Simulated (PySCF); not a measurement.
Input file for PySCF: D3(BJ) and D4 dispersion corrections on CH4O2Si (SMILES CO[Si]O), a point of a torsion scan.

```python
from pyscf import gto
from pyscf.dispersion import dftd3, dftd4

mol = gto.M(
    atom='''
    C    -0.95081231    0.09736722    0.28788300
    O    -0.18087635   -1.02109769    0.02307136
    Si    1.35308054   -1.54755463   -0.17746401
    O     1.87267104   -1.98531031    1.29251578
    H    -2.00101926   -0.20143971    0.33174164
    H    -0.67251477    0.55816822    1.24261857
    H    -0.82700282    0.84063386   -0.50728640
    H     1.40781051   -1.90884437    2.12943046
    ''',
    basis='def2-svp',
    charge=0, spin=0, verbose=0, max_memory=1800)
d3, d4 = {}, {}
for xc in ['hf', 'pbe', 'blyp', 'revpbe', 'tpss', 'r2scan', 'b3lyp', 'pbe0', 'bhlyp', 'camb3lyp', 'b2plyp']:
    d3[xc] = float(dftd3.DFTD3Dispersion(mol, xc=xc, version='d3bj', atm=False).get_dispersion()['energy'])
    print(f'D3(BJ) {xc:10s} {d3[xc]:14.8f} Eh')
for xc in ['hf', 'pbe', 'blyp', 'revpbe', 'tpss', 'r2scan', 'b3lyp', 'pbe0', 'bhlyp', 'camb3lyp', 'b2plyp']:
    d4[xc] = float(dftd4.DFTD4Dispersion(mol, xc={'camb3lyp': 'cam-b3lyp'}.get(xc, xc), atm=True).get_dispersion()['energy'])
    print(f'D4     {xc:10s} {d4[xc]:14.8f} Eh')
```

Output:

```
D3(BJ) hf            -0.04057013 Eh
D3(BJ) pbe           -0.00487791 Eh
D3(BJ) blyp          -0.01055076 Eh
D3(BJ) revpbe        -0.01236243 Eh
D3(BJ) tpss          -0.00619491 Eh
D3(BJ) r2scan        -0.00134881 Eh
D3(BJ) b3lyp         -0.00863687 Eh
D3(BJ) pbe0          -0.00425374 Eh
D3(BJ) bhlyp         -0.00683977 Eh
D3(BJ) camb3lyp      -0.00390655 Eh
D3(BJ) b2plyp        -0.00406131 Eh
D4     hf            -0.01854926 Eh
D4     pbe           -0.00499480 Eh
D4     blyp          -0.01115813 Eh
D4     revpbe        -0.01618251 Eh
D4     tpss          -0.00675794 Eh
D4     r2scan        -0.00120502 Eh
D4     b3lyp         -0.00806926 Eh
D4     pbe0          -0.00418997 Eh
D4     bhlyp         -0.00599698 Eh
D4     camb3lyp      -0.00422715 Eh
D4     b2plyp        -0.00347718 Eh
```

The run finished.

Cost: very roughly 0.03 core-seconds.
